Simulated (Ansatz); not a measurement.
Al$_{2}$BH$_{6}$ISi at its PBE0-D4/def2-TZVP geometry, where that method's forces vanish. Charge 0, multiplicity 1. I: def2 effective core potential. The bonds changed during the relaxation, so this is another structure than the one it started from.

```xyz
11

B    -2.5879    0.0821   -1.6332
Al   -1.7679    0.8458    0.1243
I    -0.1229    0.1296   -2.0160
Al    0.7476    1.1124    0.4982
Si    1.8654   -0.7909    1.5598
H    -2.8473   -1.0846   -1.6970
H    -3.0001    0.8309   -2.4710
H     1.4000    2.5345    0.2271
H     3.1714   -1.1207    0.9198
H     2.1320   -0.5286    3.0046
H     1.0099   -2.0103    1.4834
```

(1) What forces (eV/Å) does ωB97M-V/def2-TZVPP give on these atoms in Ansatz 0.2.0? (Estimate.)

Results:

(1) Ansatz gave: 
```
B1  -0.152 -0.022 -0.034
Al2 -0.023 -0.022 -0.038
I3   0.115 -0.007 -0.026
Al4  0.104  0.054 -0.013
Si5  0.037 -0.046  0.036
H6   0.038  0.169  0.005
H7   0.059 -0.111  0.117
H8  -0.085 -0.151  0.034
H9  -0.146  0.040  0.069
H10 -0.029 -0.032 -0.155
H11  0.081  0.128  0.006
```
